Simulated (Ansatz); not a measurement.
`O[Si]1(F)C=N1`, charge 0, multiplicity 1.

(1) Give a relaxed structure at PBE0-D4/def2-TZVP (the Gaussian-basis code of Ansatz). (Best estimate.)

Answers

(1) The calculation gave: 
```xyz
7

O     0.2093    1.6977   -0.4800
Si   -0.3658    0.3516    0.2069
F    -1.7106    0.7972    0.8948
C     0.0376   -1.3116   -0.1257
N     0.6307   -0.8587    0.9464
H     1.0681    1.6426   -0.9033
H     0.1307   -2.3186   -0.5391
```
